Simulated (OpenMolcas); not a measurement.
# Fe4+ in a point-charge field

Fe4+ among 5 point charges of -2.5 e arranged as a trigonal bipyramid (D3h), 1.79 Å from the ion, with the axial distance 1.826 Å.
```
   1.7900    0.0000    0.0000  -2.50
  -0.8950    1.5502    0.0000  -2.50
  -0.8950   -1.5502    0.0000  -2.50
   0.0000    0.0000    1.8258  -2.50
   0.0000    0.0000   -1.8258  -2.50
```

```json
{"Program": "OpenMolcas", "Method": "SS-CASPT2, IPEA 0.25 Eh, imaginary shift 0.1 Eh (closed shells correlated: 3s 3p)", "Basis": "ANO-RCC-VDZP [5s4p2d1f]", "Scalar Hamiltonian": "DKH2, point nucleus", "Active space": "4 electrons in 5 orbitals (3d)", "State averaging": "2S+1 = 5 even, 5 roots; 2S+1 = 3 even, 45 roots; 2S+1 = 1 even, 50 roots", "Spin-orbit coupling": "RASSI with atomic mean-field integrals over the reference wave functions"}
```

The lowest spin-free states (labels of D3, the rotations of D3h), above the lowest:

```json
{"State": "5A1", "Degeneracy": "1", "E (cm-1)": "0", "Free-ion L (%)": "D (100)"}
{"State": "5E", "Degeneracy": "2", "E (cm-1)": "4640", "Free-ion L (%)": "D (100)"}
{"State": "5E", "Degeneracy": "2", "E (cm-1)": "5050", "Free-ion L (%)": "D (100)"}
{"State": "3E", "Degeneracy": "2", "E (cm-1)": "27260", "Free-ion L (%)": "H (93)"}
{"State": "3A2", "Degeneracy": "1", "E (cm-1)": "27270", "Free-ion L (%)": "H (86)"}
{"State": "3A1", "Degeneracy": "1", "E (cm-1)": "27270", "Free-ion L (%)": "H (86)"}
{"State": "3A2", "Degeneracy": "1", "E (cm-1)": "28650", "Free-ion L (%)": "P (49)"}
{"State": "3E", "Degeneracy": "2", "E (cm-1)": "28780", "Free-ion L (%)": "H (83)"}
{"State": "3E", "Degeneracy": "2", "E (cm-1)": "28900", "Free-ion L (%)": "H (53)"}
{"State": "3A2", "Degeneracy": "1", "E (cm-1)": "29440", "Free-ion L (%)": "F (47)"}
{"State": "3E", "Degeneracy": "2", "E (cm-1)": "30550", "Free-ion L (%)": "H (100)"}
{"State": "3E", "Degeneracy": "2", "E (cm-1)": "31330", "Free-ion L (%)": "H (44)"}
{"State": "3E", "Degeneracy": "2", "E (cm-1)": "31540", "Free-ion L (%)": "F (83)"}
{"State": "3E", "Degeneracy": "2", "E (cm-1)": "31730", "Free-ion L (%)": "F (87)"}
{"State": "3A1", "Degeneracy": "1", "E (cm-1)": "32510", "Free-ion L (%)": "F (66)"}
{"State": "3A2", "Degeneracy": "1", "E (cm-1)": "32520", "Free-ion L (%)": "F (66)"}
{"State": "3A1", "Degeneracy": "1", "E (cm-1)": "32530", "Free-ion L (%)": "G (95)"}
{"State": "3E", "Degeneracy": "2", "E (cm-1)": "34870", "Free-ion L (%)": "G (93)"}
{"State": "3E", "Degeneracy": "2", "E (cm-1)": "34960", "Free-ion L (%)": "G (73)"}
{"State": "2S+1 = 3", "Degeneracy": "3", "E (cm-1)": "36410", "Free-ion L (%)": "G (66)"}
```

The lowest levels with spin-orbit coupling:

```csv
E (cm-1),Degeneracy,Label,2S+1,g
0,1,A1,5,
17,2,E,5,0.00 0.00 4.00
68,2,E,5,0.00 0.00 8.00
4300,1,A2,5,
4330,1,A1,5,
4450,2,E,5,0.00 0.00 2.69
4490,2,E,5,0.00 0.00 4.46
4660,2,E,5,0.00 0.00 5.37
4870,1,A2,5,
4870,2,,5,0.00 0.00 9.62
4900,1,A1,5,
5150,2,E,5,0.00 0.00 0.86
5360,2,E,5,0.00 0.00 4.64
5540,2,,5,0.00 0.00 8.39
5670,2,E,5,0.00 0.00 12.00
27090,1,A1,3,
27090,1,A2,3,
27160,2,E,3,0.00 0.00 2.04
27240,2,E,3,0.00 0.00 8.22
27380,1,A1,3,
```

Powder χT (cm3 K/mol): 0.407 at 2 K, 1.69 at 10 K, 2.47 at 50 K, 2.59 at 100 K, 2.66 at 200 K, 2.7 at 300 K. The effective moment at 300 K is 2.828 √(χT) = 4.64 μB.

The lowest level has 2S+1 = 5, for which the spin-only value is χT = S(S+1) / 2 = 3.000 cm3 K/mol (g = 2). The computed 2.697 at 300 K differs by -0.303, through orbital momentum, spin-orbit coupling and any other state in reach.

Roots that are degenerate in the reference are averaged as groups; the widest CASPT2 spread within a group is 1100 cm-1 (the 3-fold group of multiplicity 3 near 36400 cm-1 above the lowest state of its run). Shifts and gaps below about the spread of the groups concerned are not significant. Point charges give a weaker field than real ligands, and real ions of this kind are often low spin; the high spin found here belongs to the model. Free-ion shares, where given, are those of the reference states; single-state CASPT2 does not remix them. This is an electrostatic model: the charges have no orbitals. A group larger than the point group allows holds several states that coincide in this model. No measured value stands beside these numbers.

A state without a sure symmetry label is named by its multiplicity alone. With an even number of electrons the g values are those of a degenerate or nearly degenerate non-Kramers pair.
